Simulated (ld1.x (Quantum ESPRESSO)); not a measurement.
## Before and after: TM potential for copper

| Quantity | Value |
| --- | --- |
| Element | Cu |
| Generator | ld1.x (Quantum ESPRESSO) 7.5 |
| Type | norm-conserving Troullier–Martins (Kleinman–Bylander form) |
| Functional | PBE |
| Relativity | fully relativistic |
| Frozen core | [Ar] |
| Valence charge | 11 |
| Reference configuration | 3d10 4s1 4p0 |
| Partial waves | 4s (bound): rc 1.55 bohr; 4p (bound, empty): rc 2.60 bohr; 3d (bound): rc 1.10 bohr |
| Local potential | all-electron potential smoothed inside 1.25 bohr (lloc = -2) |
| Core correction | a·sin(br)/r model core inside 0.65 bohr |

Open shells are filled in proportion to 2j + 1 (rel_dist='average').

All-electron outer shells of the reference configuration (PBE, scalar-relativistic, ld1.x):

```csv
shell,level (eV),outermost node (bohr),outermost maximum (bohr)
3s,-114.70,0.29,0.61
3p,-72.14,0.26,0.62
3d,-5.04,–,0.60
4s,-4.61,0.89,2.27
4p,-0.70,0.97,3.65
```

Change: core correction a·sin(br)/r model core inside 1.34 bohr.

Cutoffs: the cutoffs (Ry, on a coarse ladder) from which the occupation-weighted sum of valence levels, in a spherical-Bessel basis at the reference potential, stays within 10 and 1 mRy of its value at 400 Ry; they do not see the model core or the augmentation charge, which bear on the density cutoff. Errors are all-electron minus pseudo energies relative to the spin-unpolarised reference configuration.

Q: Predict the effect on cutoff, ghosts and configuration errors.

A: The number of tests with a reliable result goes from 6 to 7; of the 6 tests that both files solve, the error grows in 0 and shrinks in 2 by more than 15 % and 0.3 meV (median size 12.0 → 9.3 meV); neither file shows a bound ghost. A wider model core is smoother and lowers the density cutoff, which this test does not measure.

| quantity | base | changed |
| --- | --- | --- |
| cutoff, loose | 200 Ry | 200 Ry |
| cutoff, tight | over 300 Ry | over 300 Ry |
| bound ghosts | none | none |
| tests with a reliable result | 6 of 7 | 7 of 7 |
| error for 3d10 4s0 4p0, meV [ΔE 8.15 eV] | -13 | -12 |
| error for 3d9 4s0 4p0, meV [ΔE 29.48 eV] | -58 | -53 |
| error for 3d8 4s0 4p0, meV [ΔE 68.50 eV] | -527 | -484 |
| error for 3d10 4s0 4p1, meV [ΔE 4.14 eV] | -2.5 | -2.0 |
| error for 3d9 4s1 4p0, meV [ΔE 11.58 eV] | -11 | -6.8 |
| error for 3d10 4s0.5 4p0, meV [ΔE 3.16 eV] | -2.5 | -2.3 |
| s: phases at 2.86 bohr within 0.05 rad from the reference energy up to (Ry; the scan ends near 5) | 0.8 | 0.8 |
| p1/2: phases at 2.86 bohr within 0.05 rad from the reference energy up to (Ry; the scan ends near 5) | 2.2 | 2.2 |
| p3/2: phases at 2.86 bohr within 0.05 rad from the reference energy up to (Ry; the scan ends near 5) | 2.2 | 2.2 |
| d3/2: phases at 2.86 bohr within 0.05 rad from the reference energy up to (Ry; the scan ends near 5) | to the end of the scan | to the end of the scan |
| d5/2: phases at 2.86 bohr within 0.05 rad from the reference energy up to (Ry; the scan ends near 5) | to the end of the scan | to the end of the scan |
